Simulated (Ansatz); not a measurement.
Born–Oppenheimer molecular dynamics of C2H7ClO2Si (13 atoms, charge 0, multiplicity 1). It starts from a rough guess of a transition structure, not a stationary point.

Computed with UKS PBE0/STO-3G (Ansatz 0.2.0).

- ensemble: NVE (velocity Verlet)
- time step: 0.5 fs
- steps asked: 150
- starting velocities drawn for: 1000 K
- seed: 704473

Frames 0.5 fs apart, positions in Å, forces in eV/Å.

Velocities at 55.0 fs (Å/ps):

```
Si 5.77 -1.94 -5.26
O -9.53 -6.55 23.02
C 7.38 13.68 -7.37
O -2.15 -12.81 0.29
C -12.90 4.38 2.21
H -26.06 14.80 23.58
H 1.78 9.07 -2.41
Cl -0.41 1.48 -6.67
H 6.52 27.02 10.42
H 31.68 1.36 -14.93
H 28.95 -11.96 -31.18
H 47.65 36.12 58.92
H 14.28 17.82 28.35
```

```xyz
13
Properties=species:S:1:pos:R:3:forces:R:3 time_fs=55.0 energy_less_start_eV=-0.474 T=1339
Si 0.709 0.500 0.858 -1.44 0.66 -0.30
O 0.616 -1.060 0.012 0.92 1.73 0.72
C -0.793 -1.400 0.017 -1.01 -3.50 0.06
O -0.092 1.517 -0.156 0.28 -1.00 3.93
C -0.386 2.294 -1.207 0.70 1.34 -7.14
H -0.826 1.524 -2.032 1.25 2.17 1.06
H 1.799 1.295 1.366 1.07 -0.49 -0.68
Cl -0.035 0.228 2.935 -0.22 0.03 -1.61
H -1.037 -1.906 1.043 -0.17 1.24 -1.68
H -0.964 -2.272 -0.778 0.47 2.26 1.61
H -1.475 -0.543 -0.222 0.11 -0.52 0.22
H 0.588 2.943 -1.762 -2.74 -2.59 1.99
H -1.185 3.138 -1.258 0.78 -1.33 1.82
13
Properties=species:S:1:pos:R:3:forces:R:3 time_fs=55.5 energy_less_start_eV=-0.469 T=1335
Si 0.712 0.499 0.856 -1.41 0.72 -0.17
O 0.612 -1.063 0.023 1.38 1.83 0.62
C -0.789 -1.393 0.013 -0.92 -4.05 0.23
O -0.093 1.510 -0.155 0.13 -0.87 3.64
C -0.393 2.296 -1.207 1.28 1.39 -6.39
H -0.838 1.534 -2.019 1.25 2.07 0.81
H 1.802 1.299 1.364 1.03 -0.53 -0.70
Cl -0.035 0.229 2.932 -0.21 0.03 -1.59
H -1.034 -1.891 1.046 -0.28 1.20 -1.80
H -0.947 -2.269 -0.784 0.39 2.25 1.69
H -1.461 -0.550 -0.237 -0.23 -0.09 0.13
H 0.609 2.958 -1.730 -3.03 -2.73 1.77
H -1.177 3.145 -1.242 0.62 -1.22 1.76
13
Properties=species:S:1:pos:R:3:forces:R:3 time_fs=56.0 energy_less_start_eV=-0.544 T=1387
Si 0.715 0.498 0.853 -1.36 0.80 -0.04
O 0.607 -1.066 0.035 1.84 1.93 0.53
C -0.786 -1.387 0.010 -0.80 -4.40 0.39
O -0.094 1.504 -0.154 -0.04 -0.74 3.32
C -0.399 2.299 -1.208 1.90 1.39 -5.40
H -0.846 1.549 -2.004 1.18 1.86 0.46
H 1.806 1.302 1.360 0.98 -0.58 -0.72
Cl -0.036 0.230 2.928 -0.20 0.04 -1.56
H -1.031 -1.873 1.045 -0.41 1.10 -1.79
H -0.930 -2.260 -0.785 0.28 2.10 1.65
H -1.447 -0.557 -0.252 -0.56 0.34 0.02
H 0.622 2.966 -1.694 -3.22 -2.78 1.48
H -1.167 3.150 -1.221 0.41 -1.05 1.67
13
Properties=species:S:1:pos:R:3:forces:R:3 time_fs=56.5 energy_less_start_eV=-0.684 T=1485
Si 0.718 0.497 0.850 -1.30 0.87 0.07
O 0.603 -1.069 0.047 2.30 2.01 0.45
C -0.783 -1.383 0.006 -0.68 -4.49 0.53
O -0.095 1.497 -0.153 -0.21 -0.61 2.97
C -0.405 2.301 -1.209 2.55 1.39 -4.21
H -0.852 1.568 -1.988 1.01 1.52 -0.01
H 1.813 1.303 1.355 0.91 -0.64 -0.74
Cl -0.036 0.230 2.925 -0.19 0.04 -1.54
H -1.030 -1.853 1.039 -0.55 0.93 -1.65
H -0.912 -2.247 -0.783 0.16 1.81 1.48
H -1.434 -0.563 -0.267 -0.85 0.73 -0.08
H 0.628 2.968 -1.654 -3.30 -2.76 1.14
H -1.157 3.152 -1.197 0.15 -0.82 1.57
13
Properties=species:S:1:pos:R:3:forces:R:3 time_fs=57.0 energy_less_start_eV=-0.863 T=1609
Si 0.720 0.496 0.848 -1.22 0.94 0.19
O 0.599 -1.071 0.059 2.74 2.08 0.39
C -0.780 -1.379 0.003 -0.60 -4.25 0.64
O -0.096 1.490 -0.151 -0.40 -0.49 2.61
C -0.410 2.304 -1.212 3.21 1.42 -2.83
H -0.855 1.591 -1.972 0.76 1.06 -0.59
H 1.822 1.303 1.347 0.83 -0.71 -0.75
Cl -0.036 0.231 2.921 -0.17 0.06 -1.51
H -1.030 -1.830 1.030 -0.72 0.70 -1.37
H -0.893 -2.228 -0.777 0.02 1.36 1.19
H -1.423 -0.567 -0.282 -1.05 1.02 -0.17
H 0.625 2.963 -1.612 -3.27 -2.65 0.75
H -1.146 3.152 -1.168 -0.14 -0.55 1.45
13
Properties=species:S:1:pos:R:3:forces:R:3 time_fs=57.5 energy_less_start_eV=-1.045 T=1735
Si 0.722 0.496 0.845 -1.13 0.99 0.29
O 0.596 -1.073 0.070 3.16 2.14 0.35
C -0.777 -1.376 -0.001 -0.58 -3.65 0.71
O -0.097 1.483 -0.148 -0.59 -0.39 2.24
C -0.414 2.308 -1.216 3.80 1.48 -1.29
H -0.857 1.617 -1.957 0.42 0.49 -1.27
H 1.833 1.301 1.339 0.75 -0.77 -0.75
Cl -0.036 0.232 2.917 -0.16 0.07 -1.48
H -1.031 -1.805 1.018 -0.91 0.42 -0.98
H -0.875 -2.207 -0.768 -0.13 0.76 0.75
H -1.415 -0.569 -0.298 -1.13 1.16 -0.21
H 0.615 2.952 -1.567 -3.08 -2.43 0.31
H -1.135 3.150 -1.137 -0.43 -0.28 1.33
13
Properties=species:S:1:pos:R:3:forces:R:3 time_fs=58.0 energy_less_start_eV=-1.195 T=1839
Si 0.725 0.495 0.843 -1.02 1.03 0.40
O 0.593 -1.074 0.082 3.53 2.17 0.32
C -0.774 -1.373 -0.004 -0.64 -2.68 0.74
O -0.098 1.476 -0.146 -0.78 -0.30 1.87
C -0.418 2.312 -1.219 4.20 1.53 0.35
H -0.857 1.644 -1.946 0.02 -0.14 -1.99
H 1.846 1.297 1.328 0.66 -0.82 -0.75
Cl -0.037 0.233 2.913 -0.14 0.09 -1.45
H -1.035 -1.780 1.003 -1.11 0.10 -0.47
H -0.857 -2.184 -0.758 -0.28 0.01 0.18
H -1.410 -0.568 -0.314 -1.07 1.15 -0.21
H 0.598 2.935 -1.522 -2.69 -2.09 -0.17
H -1.126 3.148 -1.102 -0.68 -0.05 1.20
13
Properties=species:S:1:pos:R:3:forces:R:3 time_fs=58.5 energy_less_start_eV=-1.284 T=1901
Si 0.727 0.495 0.840 -0.91 1.04 0.50
O 0.590 -1.076 0.094 3.84 2.17 0.30
C -0.771 -1.372 -0.007 -0.77 -1.43 0.74
O -0.100 1.469 -0.143 -0.97 -0.21 1.50
C -0.421 2.316 -1.223 4.24 1.48 1.98
H -0.858 1.670 -1.939 -0.38 -0.73 -2.66
H 1.861 1.291 1.315 0.57 -0.87 -0.74
Cl -0.037 0.233 2.909 -0.12 0.11 -1.42
H -1.042 -1.754 0.987 -1.32 -0.23 0.12
H -0.839 -2.161 -0.747 -0.42 -0.85 -0.50
H -1.407 -0.564 -0.330 -0.89 0.99 -0.16
H 0.574 2.913 -1.478 -2.02 -1.57 -0.70
H -1.118 3.146 -1.064 -0.85 0.11 1.05
13
Properties=species:S:1:pos:R:3:forces:R:3 time_fs=59.0 energy_less_start_eV=-1.299 T=1911
Si 0.729 0.494 0.837 -0.78 1.03 0.62
O 0.588 -1.077 0.106 4.08 2.15 0.29
C -0.769 -1.370 -0.010 -0.94 -0.04 0.71
O -0.101 1.462 -0.140 -1.17 -0.13 1.13
C -0.423 2.320 -1.226 3.72 1.18 3.47
H -0.859 1.695 -1.938 -0.70 -1.16 -3.14
H 1.877 1.283 1.301 0.48 -0.91 -0.73
Cl -0.037 0.234 2.905 -0.10 0.13 -1.39
H -1.051 -1.729 0.971 -1.51 -0.55 0.71
H -0.823 -2.139 -0.737 -0.54 -1.73 -1.22
H -1.406 -0.558 -0.347 -0.62 0.72 -0.07
H 0.545 2.888 -1.435 -0.97 -0.84 -1.25
H -1.112 3.144 -1.024 -0.93 0.15 0.87
13
Properties=species:S:1:pos:R:3:forces:R:3 time_fs=59.5 energy_less_start_eV=-1.244 T=1873
Si 0.731 0.494 0.835 -0.64 1.00 0.74
O 0.587 -1.077 0.118 4.23 2.09 0.30
C -0.766 -1.369 -0.012 -1.14 1.25 0.63
O -0.103 1.455 -0.136 -1.37 -0.04 0.75
C -0.425 2.325 -1.229 2.48 0.50 4.68
H -0.862 1.717 -1.945 -0.86 -1.33 -3.31
H 1.894 1.273 1.285 0.39 -0.94 -0.71
Cl -0.038 0.235 2.901 -0.08 0.16 -1.37
H -1.065 -1.705 0.957 -1.68 -0.81 1.22
H -0.808 -2.122 -0.730 -0.63 -2.50 -1.84
H -1.407 -0.550 -0.364 -0.30 0.40 0.04
H 0.514 2.860 -1.395 0.50 0.12 -1.79
H -1.108 3.142 -0.981 -0.90 0.08 0.64
13
Properties=species:S:1:pos:R:3:forces:R:3 time_fs=60.0 energy_less_start_eV=-1.139 T=1801
Si 0.733 0.494 0.833 -0.48 0.94 0.88
O 0.587 -1.078 0.130 4.27 2.00 0.30
C -0.764 -1.367 -0.015 -1.36 2.22 0.49
O -0.105 1.448 -0.133 -1.56 0.06 0.37
C -0.425 2.329 -1.230 0.55 -0.56 5.47
H -0.867 1.736 -1.960 -0.80 -1.19 -3.09
H 1.912 1.261 1.267 0.31 -0.95 -0.68
Cl -0.038 0.236 2.897 -0.05 0.19 -1.34
H -1.082 -1.683 0.946 -1.77 -1.00 1.56
H -0.794 -2.111 -0.727 -0.69 -2.98 -2.21
H -1.408 -0.541 -0.381 0.02 0.07 0.15
H 0.484 2.832 -1.360 2.34 1.26 -2.25
H -1.107 3.141 -0.937 -0.77 -0.07 0.37
13
Properties=species:S:1:pos:R:3:forces:R:3 time_fs=60.5 energy_less_start_eV=-1.027 T=1725
Si 0.735 0.494 0.830 -0.32 0.87 1.01
O 0.587 -1.078 0.143 4.22 1.87 0.30
C -0.762 -1.365 -0.018 -1.59 2.68 0.25
O -0.107 1.441 -0.129 -1.76 0.17 -0.01
C -0.426 2.334 -1.231 -1.76 -1.82 5.82
H -0.874 1.751 -1.982 -0.55 -0.80 -2.52
H 1.931 1.247 1.248 0.23 -0.95 -0.64
Cl -0.038 0.236 2.892 -0.03 0.23 -1.31
H -1.103 -1.664 0.938 -1.76 -1.08 1.64
H -0.782 -2.107 -0.730 -0.71 -3.08 -2.23
H -1.410 -0.532 -0.398 0.31 -0.22 0.25
H 0.460 2.808 -1.330 4.28 2.41 -2.58
H -1.107 3.139 -0.892 -0.57 -0.28 0.04
```

Of the whole run (75 fs, mean temperature of the second half 1705 K): The conserved energy stayed within 0.94 meV per atom of its start (net change 0.37 meV per atom), so the integration is sound. The system heated up, since it started high on the potential surface and ran downhill. A run of 0.075 ps of so small a system gives no equilibrium averages. The orbitals stay closed-shell, which can raise the energy where a bond breaks towards radicals; this wasn't checked here. Limits of this set-up: minimal basis.

Run time: 7.6 min on 1 thread of Intel(R) Xeon(R) 6975P-C (Granite Rapids), on a shared host, peak memory 0.2 GiB.
